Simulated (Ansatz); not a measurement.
C₂H₃O, charge -1, singlet, at a GFN2-xTB geometry (a gas-phase anion, which may not be bound at this level); SVWN5/def2-TZVP (Ansatz, a program for electronic structure).

The Ansatz input:
Ansatz 0.2 input:
```yaml
crystal:
  periodic: [false, false, false]
  atoms:
    - {symbol: C, position_ang: [0.12758253, 0.83909514, -0.40587053]}
    - {symbol: O, position_ang: [0.01305692, -0.00449006, 0.83668314]}
    - {symbol: C, position_ang: [0.01266963, -0.63253186, -0.40519283]}
    - {symbol: H, position_ang: [-0.93552180, 1.24899715, -0.58229583]}
    - {symbol: H, position_ang: [-0.91341079, -1.19766682, -0.63989719]}
    - {symbol: H, position_ang: [0.90296421, -1.25478943, -0.60489199]}
basis:
  gaussian:
    orbitals: def2-TZVP
    final_grid: {core_spheres: 4, valence_spheres: 8, degree: 17}
hamiltonian:
  xc: {name: SVWN5}
total_charge: -1
```

It wrote (shortened):

```
Functional definition: SVWN5
643 factors; their error is unknown
mean field evaluation 1: about -4130.1936 eV, gradient 4.2e1 eV
mean field evaluation 2: about -4117.6185 eV, gradient 8.7e1 eV
mean field evaluation 4: about -4134.0402 eV, gradient 6.2e0 eV
mean field evaluation 8: about -4134.1298 eV, gradient 1.3e-1 eV
mean field evaluation 16: about -4134.1093 eV, gradient 2.0e-4 eV
mean field -4134.10927588 eV, -151.9257136888 hartree, gradient 2.2e-5 eV, S^2 0.000000; 0 other end points of the search recorded, 0 dependent functions left out
reference -4134.10930972 eV, -151.9257149323 hartree; 12, 12 occupied and 99, 99 virtual orbitals, 643 factors
Total energy: -4134.10930972 eV, -151.9257149323 hartree
```
